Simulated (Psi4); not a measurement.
C2H2N (SMILES [CH2]C#N), doublet, at a GFN2-xTB geometry; BHHLYP/def2-SVPD (Psi4).

Input for Psi4:
```
memory 2 GB

molecule mol {
0 2
C     0.003336   -0.168612   -1.162041
C    -0.000512    0.025874    0.178321
N    -0.003815    0.192819    1.328877
H     0.932323   -0.249064   -1.696896
H    -0.922563   -0.244247   -1.702920
}

set {
  basis def2-svpd
  reference uks
}

energy('bhhlyp')
print_variables()
```

### Question
Write the output that Psi4 gives for this input, abridged.

### Answer

```
   => Loading Basis Set <=

    Name: DEF2-SVPD
    Role: ORBITAL
    Keyword: BASIS

         ---------------------------------------------------------
                                   SCF
               by Justin Turney, Rob Parrish, Andy Simmonett
                          and Daniel G. A. Smith
                              UKS Reference
         ---------------------------------------------------------

  ==> Geometry <==

    Molecular point group: c1
    Full point group: C1

    Geometry (in Angstrom), charge = 0, multiplicity = 2:

       Center              X                  Y                   Z               Mass
    ------------   -----------------  -----------------  -----------------  -----------------
         C            0.003578320445    -0.180857056867    -1.246434078055    12.000000000000
         C           -0.000269679555     0.013628943133     0.093927921945    12.000000000000
         N           -0.003572679555     0.180573943133     1.244483921945    14.003074004430
         H            0.932565320445    -0.261309056867    -1.781289078055     1.007825032230
         H           -0.922320679555    -0.256492056867    -1.787313078055     1.007825032230

  Running in c1 symmetry.

  Rotational constants: A =      9.72298  B =      0.35237  C =      0.34005 [cm^-1]
  Rotational constants: A = 291487.60899  B =  10563.87919  C =  10194.42051 [MHz]
  Nuclear repulsion =   53.527760768331113

  Charge       = 0
  Multiplicity = 2
  Electrons    = 21
  Nalpha       = 11
  Nbeta        = 10

  ==> Algorithm <==

  SCF Algorithm Type is DF.
  DIIS enabled.
  MOM disabled.
  Fractional occupation disabled.
  Guess Type is SAD.
  Energy threshold   = 1.00e-06
  Density threshold  = 1.00e-06
  Integral threshold = 1.00e-12

  ==> Primary Basis <==

  Basis Set: DEF2-SVPD
    Blend: DEF2-SVPD
    Number of shells: 32
    Number of basis functions: 76
    Number of Cartesian functions: 82
    Spherical Harmonics?: true
    Max angular momentum: 2

  ==> DFT Potential <==

   => LibXC <=

    Version 7.1.2
    S. Lehtola, C. Steigemann, M. J. T. Oliveira, and M. A. L. Marques,  SoftwareX 7, 1–5 (2018) (10.1016/j.softx.2017.11.002)

   => Composite Functional: BHANDHLYP <=

    BHandHLYP Hyb-GGA Exchange-Correlation Functional

    A. D. Becke,  J. Chem. Phys. 98, 1372 (1993) (10.1063/1.464304)
    Defined through Gaussian implementation.

    Deriv               =              1
    GGA                 =           TRUE
[...]
      Ntotal   =   20.9999989761 ; deviation = -1.024e-06

   @Spin Contamination Metric:   4.117365068E-02
   @S^2 Expected:                7.500000000E-01
   @S^2 Observed:                7.911736507E-01
   @S   Expected:                5.000000000E-01
   @S   Observed:                5.000000000E-01

    Orbital Energies [Eh]
    ---------------------

    Alpha Occupied:

[...]
    Alpha Virtual:

[...]
    Beta Occupied:

[...]
      10A     -0.401969

    Beta Virtual:

[...]
    Final Occupation by Irrep:
              A
    DOCC [    10 ]
    SOCC [     1 ]
    NA   [    11 ]
    NB   [    10 ]

  @DF-UKS Final Energy:  -131.91890435868814

   => Energetics <=

    Nuclear Repulsion Energy =             53.5277607683311132
    One-Electron Energy =                -282.5833744217090384
    Two-Electron Energy =                 106.6555257744124958
    DFT Exchange-Correlation Energy =      -9.5188164797227071
    Empirical Dispersion Energy =           0.0000000000000000
    VV10 Nonlocal Energy =                  0.0000000000000000
    Total Energy =                       -131.9189043586881382

  UHF NO Occupations:
  HONO-2 :    9  A 1.9983110
  HONO-1 :   10  A 1.9828203
  HONO-0 :   11  A 1.0000000
  LUNO+0 :   12  A 0.0171797
  LUNO+1 :   13  A 0.0016890
  LUNO+2 :   14  A 0.0010926
  LUNO+3 :   15  A 0.0003064

Computation Completed

Properties will be evaluated at   0.000000,   0.000000,   0.000000 [a0]

Properties computed using the SCF density matrix

 Multipole Moments:

 ------------------------------------------------------------------------------------
     Multipole            Electronic (a.u.)      Nuclear  (a.u.)        Total (a.u.)
 ------------------------------------------------------------------------------------

 L = 1.  Multiply by 2.5417464519 to convert [e a0] to [Debye]
 Dipole X            :         -0.0056362            0.0096144            0.0039782
 Dipole Y            :          0.2848754           -0.4859472           -0.2010718
 Dipole Z            :          1.9633159           -3.3490702           -1.3857543
 Magnitude           :                                                    1.4002717

 ------------------------------------------------------------------------------------

  Variable Map:
  ----------------------------------------------------------------------------
[...]
  Array Variable Map:
  ----------------------------------------------------------------------------
[...]
[...]
```
